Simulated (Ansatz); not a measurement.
Consider the ligand exchange at the Al–O bond: `C[O][Al]([Cl])[Cl]` + `N=C=O` → `O=C=[N][Al]([Cl])[Cl]` + CH₃OH.

Isolated molecules relaxed with PBE0-D4/def2-TZVP in Ansatz; ΔE leaves out vibrations. CCSD(T)/CBS is the MP2 limit (def2-TZVPP, def2-QZVPP) plus CCSD(T) − MP2 in def2-TZVPP, frozen cores. This one scheme is used for every species. Each species was taken in one conformer, which may not be the lowest.

| species | CCSD(T)/CBS(def2) energy (Eh) |
| --- | --- |
| `C[O][Al]([Cl])[Cl]` | -1276.79096 |
| `N=C=O` | -168.51995 |
| `O=C=[N][Al]([Cl])[Cl]` | -1329.69600 |
| CH₃OH | -115.61712 |

Question: Work out ΔE.

Answer: ΔE = (-1329.69600) + (-115.61712) − (-1276.79096) − (-168.51995) = -0.00221 Eh = -1.4 kcal/mol.

Largest T1 diagnostic among the species: 0.018.

Leaving LDA and LC-ωPBE aside and taking each functional with its dispersion term where it has one, the values, not all of them listed here, spread over 2.3 kcal/mol, from PBE-QIDH to BLYP-D4. LDA lies +1.0 kcal/mol from PBE without D4. In def2-TZVPP, CCSD(T) changes the Hartree–Fock value by +2.4 kcal/mol (the triples alone add +0.4 kcal/mol) and MP2 by +2.2 kcal/mol.
